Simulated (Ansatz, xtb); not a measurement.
# C3H6F2O2S: which of two isomers lies lower

Structure X is `CC(F)(F)S(C)(=O)=O`, a singlet and structure Y is `CS(=O)(=O)CC(F)F`, a singlet. Both are isolated molecules in the gas phase, relaxed with B3LYP-D3(BJ)/def2-SVP, each in the lowest conformer that the search found.

X (Å):

```yaml
atoms:
  - { symbol: C, position_ang: [-3.0389, 0.8730, 0.9631] }
  - { symbol: C, position_ang: [-2.5635, -0.2073, 0.0379] }
  - { symbol: C, position_ang: [-0.4085, -1.8502, -0.8749] }
  - { symbol: F, position_ang: [-2.7171, 0.1254, -1.2663] }
  - { symbol: F, position_ang: [-3.2138, -1.3796, 0.2350] }
  - { symbol: O, position_ang: [-0.6121, -1.0725, 1.6699] }
  - { symbol: O, position_ang: [-0.0296, 0.6766, -0.1057] }
  - { symbol: S, position_ang: [-0.7371, -0.5383, 0.3103] }
  - { symbol: H, position_ang: [-2.8853, 0.5521, 2.0017] }
  - { symbol: H, position_ang: [-4.1078, 1.0553, 0.7798] }
  - { symbol: H, position_ang: [-2.4646, 1.7895, 0.7733] }
  - { symbol: H, position_ang: [-0.6241, -1.4714, -1.8812] }
  - { symbol: H, position_ang: [0.6592, -2.0810, -0.7606] }
  - { symbol: H, position_ang: [-1.0293, -2.7164, -0.6167] }
```

Y (Å):

```yaml
atoms:
  - { symbol: C, position_ang: [-2.5039, -1.4872, 1.9816] }
  - { symbol: C, position_ang: [-0.3048, -0.3082, 0.5498] }
  - { symbol: C, position_ang: [0.0540, -1.4640, -0.3581] }
  - { symbol: F, position_ang: [-0.1990, -2.6469, 0.2771] }
  - { symbol: F, position_ang: [1.3809, -1.4226, -0.6337] }
  - { symbol: O, position_ang: [-2.7519, -0.4289, -0.4395] }
  - { symbol: O, position_ang: [-2.2970, 1.1180, 1.5475] }
  - { symbol: S, position_ang: [-2.0953, -0.1528, 0.8464] }
  - { symbol: H, position_ang: [-1.9781, -1.3206, 2.9303] }
  - { symbol: H, position_ang: [-3.5903, -1.4059, 2.1231] }
  - { symbol: H, position_ang: [-2.2334, -2.4453, 1.5239] }
  - { symbol: H, position_ang: [0.2191, -0.3795, 1.5139] }
  - { symbol: H, position_ang: [-0.0509, 0.6484, 0.0705] }
  - { symbol: H, position_ang: [-0.5170, -1.4480, -1.2999] }
```

Q: Estimate E(Y) − E(X) at the level CCSD(T)/def2-SVP + ΔMP2/def2-TZVPP.

A: Not settled: CCSD(T)/def2-SVP + ΔMP2/def2-TZVPP gives E(Y) − E(X) = −7.36 kJ/mol, but this leans on the basis-set step: CCSD(T) alone gives −1.69 kJ/mol.

Level by level:

```tsv
level	geometry	E(Y) − E(X) (kJ/mol)	departure from the last row (kJ/mol)	job, with rough time for the two
GFN2-xTB	GFN2-xTB	+4.10	+11.46	optimisation, 0.14 s
HF/STO-3G	GFN2-xTB	+10.54	+17.90	single point, 0.36 s
r2SCAN-D4/def2-SVP	GFN2-xTB	+8.35	+15.71	single point, 3.3 s
B3LYP-D3(BJ)/def2-SVP	B3LYP-D3(BJ)/def2-SVP	−0.28	+7.08	optimisation, 35 s
HF/def2-SVP	B3LYP-D3(BJ)/def2-SVP	−15.59	−8.23	part of the CCSD(T) run
MP2/def2-SVP	B3LYP-D3(BJ)/def2-SVP	−1.22	+6.14	part of the CCSD(T) run
CCSD(T)/def2-SVP	B3LYP-D3(BJ)/def2-SVP	−1.69	+5.68	single point
CCSD(T)/def2-SVP + ΔMP2/def2-TZVPP	B3LYP-D3(BJ)/def2-SVP	−7.36		single point, 87 s
```

As drawn, both hold the same kinds of bond in the same numbers. Structure X has 2 methyl groups, Y 1.

GFN2-xTB, HF/STO-3G, r2SCAN-D4/def2-SVP put the two in the other order. B3LYP-D3(BJ)/def2-SVP, MP2/def2-SVP, CCSD(T)/def2-SVP find them nearly level. The largest departure from CCSD(T)/def2-SVP + ΔMP2/def2-TZVPP is that of HF/STO-3G, 17.90 kJ/mol. The last row adds to CCSD(T) the change of the MP2 difference between the two basis sets, here −5.68 kJ/mol.

With thermal terms from frequencies at re-optimised GFN2-xTB minima (ideal gas, soft modes damped towards free rotors, one conformer each, 298.15 K, 1 atm): the zero-point term adds +2.75 kJ/mol; ΔH is −6.29 and ΔG −3.89 kJ/mol.

The correlated steps freeze 12 core orbitals. Run with Ansatz 0.2.0, xtb 6.7.1; the last row on 4 threads of Arm Neoverse V2 on a shared host.
